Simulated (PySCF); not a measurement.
# Field gradients at the hydrogen positions

Compound: C6H13P.
Geometry (GFN2-xTB, Å), atoms numbered from 1 in this order:
```xyz
20
C6H13P angstrom
C      3.106   -0.138   -0.564
C      1.947   -0.391   -1.144
C      0.701   -0.744   -0.412
P     -0.556    0.640   -0.580
C      0.276    1.858    0.537
C     -1.810    0.010    0.652
C     -2.703   -1.075    0.067
H      3.229   -0.195    0.506
H      3.983    0.128   -1.130
H      1.848   -0.324   -2.220
H      0.904   -0.929    0.647
H      0.249   -1.636   -0.855
H      1.212    2.171    0.079
H      0.479    1.426    1.517
H     -0.363    2.731    0.652
H     -1.300   -0.353    1.549
H     -2.422    0.871    0.937
H     -2.122   -1.955   -0.201
H     -3.462   -1.374    0.788
H     -3.202   -0.711   -0.829
```

Level: PBE0/pcSseg-1 (PySCF, non-relativistic); Q(2H) = 0.00286 b; rigid geometry, the same for H and D, with no vibrational averaging.

Task: Rank these positions by the coupling χzz of a deuteron there, largest first.
A. H10 (vinylic hydrogen)
B. H20 (methyl hydrogen)
C. H12 (methylene hydrogen)
D. H8 (vinylic hydrogen)

Result: D (225 kHz), A (217 kHz), B (210 kHz), C (205 kHz).

Task: What are Vzz, η and χzz (234.96 MHz × Q × Vzz) at all hydrogens?

Result: 
```json
{"atom": "H8", "bonded to": "C1", "bond length (Å)": "1.078", "Vzz (au)": "0.3355", "η": "0.06", "χzz (kHz)": "225"}
{"atom": "H9", "bonded to": "C1", "bond length (Å)": "1.077", "Vzz (au)": "0.3393", "η": "0.05", "χzz (kHz)": "228"}
{"atom": "H10", "bonded to": "C2", "bond length (Å)": "1.083", "Vzz (au)": "0.3229", "η": "0.05", "χzz (kHz)": "217"}
{"atom": "H11", "bonded to": "C3", "bond length (Å)": "1.094", "Vzz (au)": "0.3036", "η": "0.03", "χzz (kHz)": "204"}
{"atom": "H12", "bonded to": "C3", "bond length (Å)": "1.094", "Vzz (au)": "0.3055", "η": "0.02", "χzz (kHz)": "205"}
{"atom": "H13", "bonded to": "C5", "bond length (Å)": "1.088", "Vzz (au)": "0.3144", "η": "0.01", "χzz (kHz)": "211"}
{"atom": "H14", "bonded to": "C5", "bond length (Å)": "1.090", "Vzz (au)": "0.3147", "η": "0.01", "χzz (kHz)": "211"}
{"atom": "H15", "bonded to": "C5", "bond length (Å)": "1.088", "Vzz (au)": "0.3180", "η": "0.01", "χzz (kHz)": "214"}
{"atom": "H16", "bonded to": "C6", "bond length (Å)": "1.094", "Vzz (au)": "0.3031", "η": "0.02", "χzz (kHz)": "204"}
{"atom": "H17", "bonded to": "C6", "bond length (Å)": "1.094", "Vzz (au)": "0.3037", "η": "0.02", "χzz (kHz)": "204"}
{"atom": "H18", "bonded to": "C7", "bond length (Å)": "1.088", "Vzz (au)": "0.3146", "η": "0.03", "χzz (kHz)": "211"}
{"atom": "H19", "bonded to": "C7", "bond length (Å)": "1.089", "Vzz (au)": "0.3140", "η": "0.02", "χzz (kHz)": "211"}
{"atom": "H20", "bonded to": "C7", "bond length (Å)": "1.088", "Vzz (au)": "0.3126", "η": "0.02", "χzz (kHz)": "210"}
```

Task: How does χzz go with the bond length over the 13 C–H bonds?

Result: A straight-line fit has a slope of -13.3 kHz for each 0.01 Å, with a correlation coefficient of -0.99, over lengths from 1.077 to 1.094 Å. The longer bonds have the smaller couplings here.

Geometry: GFN2-xTB, one conformer, isolated molecule. GFN2-xTB bond lengths can be off by several hundredths of an ångström, more for odd bonds, and the gradients follow them. The small basis limits the accuracy of the gradients.

These values come from a run that also computed NMR shieldings. The run took 37 s of wall time (grids of density and orbitals included) on Arm Neoverse V1, one thread (shared host), and the process peaked at 0.85 GiB of memory.
